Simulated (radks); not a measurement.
Valence configurations of the oxygen ion O3+ (all share [He]). Method: Dirac Kohn-Sham, BLYP, spin-unpolarised, spherical densities, finite nucleus; open shells fill j = l - 1/2 first; Fermi nuclear charge, rms radius 2.6991 fm; computed with a radial shooting solver on a logarithmic mesh with Libxc functionals. Energies are relative to 2s2 2p1; eigenvalues in eV.

| valence | E (eV) | e(2p1/2) | e(2p3/2) | e(2s1/2) |
|---|---|---|---|---|
| 2s2 2p1 | 0.000 | -65.088 | - | -79.401 |
| 2s1.5 2p1.5 | 7.172 | -64.675 | - | -79.050 |
| 2s1 2p2 | 14.375 | -64.275 | - | -78.714 |
| 2s0.5 2p2.5 | 21.641 | -63.896 | -63.834 | -78.399 |
| 2p3 | 28.940 | -63.531 | -63.470 | - |

NIST lists [He] 2s2 2p1 as the ground configuration; this level of theory agrees among the configurations tried. The energies are those of spherical spin-averaged densities, not of single terms.
